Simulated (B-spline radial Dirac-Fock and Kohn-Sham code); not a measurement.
Scattering functions of Lu⁶³⁺

System: lutetium as Lu⁶³⁺, [He] 2s2 2p4.

The run's input, task.json:

```json
{"items": [{
  "Z": 71,
  "q": 63,
  "cfg": [[1, 0, 2], [2, 0, 2], [2, 1, 4]],
  "A": 175,
  "rrms": 5.37,
  "do": ["scatter"],
  "s": [0.0, 0.05, 0.1, 0.15, 0.2, 0.25, 0.3, 0.35, 0.4, 0.45, 0.5, 0.6, 0.7, 0.8, 0.9, 1.0, 1.1, 1.2, 1.4, 1.6, 1.8, 2.0, 2.5, 3.0, 3.5, 4.0, 5.0, 6.0],
  "pz": [0, 0.1, 0.14, 0.2, 0.29, 0.41, 0.59, 0.83, 1.2, 1.7, 2.4, 3.4, 4.9, 7.0, 9.9, 14.0, 20.0, 29.0, 41.0, 58.0, 83.0],
  "hv_scatter": [1000, 2000, 10000, 17479.3, 30000, 100000, 200000, 500000]
}]}
```

Launch: `python xray_run.py task.json out`

These are calculated numbers from a radial finite-basis atomic code; the model is relativistic Hartree-Fock (Dirac-Fock) wave functions, averaged over the configuration. f₀ is the Fourier transform of the spherical electron density, S the Waller-Hartree incoherent function, and s = sin θ/λ. The electron scattering factor follows from the Mott-Bethe formula f_e = 0.023934 Å⁻¹·(Z − f₀)/s².

| s (Å⁻¹) | f₀ | S | f_e (Å) |
| --- | --- | --- | --- |
| 0 | 8.000 | 0.000 | – |
| 0.05 | 7.999 | 0.001 | 603.144 |
| 0.1 | 7.997 | 0.004 | 150.791 |
| 0.15 | 7.993 | 0.008 | 67.022 |
| 0.2 | 7.988 | 0.015 | 37.703 |
| 0.25 | 7.982 | 0.023 | 24.132 |
| 0.3 | 7.974 | 0.034 | 16.761 |
| 0.35 | 7.964 | 0.046 | 12.316 |
| 0.4 | 7.953 | 0.060 | 9.431 |
| 0.45 | 7.941 | 0.075 | 7.453 |
| 0.5 | 7.927 | 0.093 | 6.038 |
| 0.6 | 7.895 | 0.133 | 4.195 |
| 0.7 | 7.858 | 0.180 | 3.084 |
| 0.8 | 7.815 | 0.234 | 2.363 |
| 0.9 | 7.767 | 0.295 | 1.868 |
| 1 | 7.714 | 0.362 | 1.515 |
| 1.1 | 7.656 | 0.435 | 1.253 |
| 1.2 | 7.593 | 0.513 | 1.054 |
| 1.4 | 7.453 | 0.686 | 0.776 |
| 1.6 | 7.296 | 0.878 | 0.596 |
| 1.8 | 7.124 | 1.086 | 0.472 |
| 2 | 6.939 | 1.307 | 0.383 |
| 2.5 | 6.430 | 1.900 | 0.247 |
| 3 | 5.881 | 2.515 | 0.173 |
| 3.5 | 5.319 | 3.117 | 0.128 |
| 4 | 4.769 | 3.678 | 0.099 |
| 5 | 3.776 | 4.625 | 0.064 |
| 6 | 2.984 | 5.321 | 0.045 |

f₀ starts at the number of electrons, 8, and has fallen to half at s ≈ 4.77 Å⁻¹. The sum of ⟨r²⟩ over the electrons is 0.03984 bohr². For an ion f_e diverges as s goes to zero, because of the net charge.
